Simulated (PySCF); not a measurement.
In(Vi)(OH)(OMe), SMILES C=[CH][In]([OH])[O]C, PBE0/def2-SVP optimised geometry.

```
13

In    -0.76     0.66     0.00
C     -2.03    -1.04     0.00
C     -1.57    -2.30    -0.01
H     -3.12    -0.87     0.02
H     -2.25    -3.16    -0.01
H     -0.50    -2.53    -0.03
O     -1.38     2.56     0.00
H     -0.62     3.16     0.00
O      1.24     0.66     0.00
C      2.05    -0.47    -0.01
H      1.92    -1.10    -0.92
H      3.12    -0.16    -0.01
H      1.92    -1.13     0.87
```

Density from PBE0/def2-TZVP, def2 effective core potentials past Kr (PySCF) at that geometry. The core electrons that the potentials of In replace are not part of the density.

Minimum of the electron density along straight lines between bonded atoms, close to the bond critical point (lines longer than 1.1 times the sum of covalent radii, or with two minima, are not listed):

| bond | length / Å | ρ at the minimum / e bohr⁻³ | ∇²ρ there / e bohr⁻⁵ | position (fraction from the first atom) |
|---|---|---|---|---|
| In1–C2 | 2.124 | 0.105 | 0.16 | 0.52 |
| C2–C3 | 1.337 | 0.347 | -1.04 | 0.50 |
| C2–H4 | 1.096 | 0.276 | -0.95 | 0.65 |
| C3–H5 | 1.098 | 0.277 | -0.96 | 0.65 |
| C3–H6 | 1.095 | 0.279 | -0.98 | 0.65 |
| In1–O7 | 1.992 | 0.114 | 0.50 | 0.52 |
| O7–H8 | 0.965 | 0.356 | (withheld) | 0.80 |
| In1–O9 | 2.007 | 0.108 | 0.47 | 0.52 |
| O9–C10 | 1.390 | 0.275 | (withheld) | 0.65 |
| C10–H11 | 1.110 | 0.272 | -0.92 | 0.64 |
| C10–H12 | 1.106 | 0.275 | -0.94 | 0.64 |
| C10–H13 | 1.110 | 0.272 | -0.92 | 0.64 |

Problem. Some entries are withheld; supply them.

Solution. 
- O7–H8, ∇²ρ there / e bohr⁻⁵: -2.36
- O9–C10, ∇²ρ there / e bohr⁻⁵: -0.63
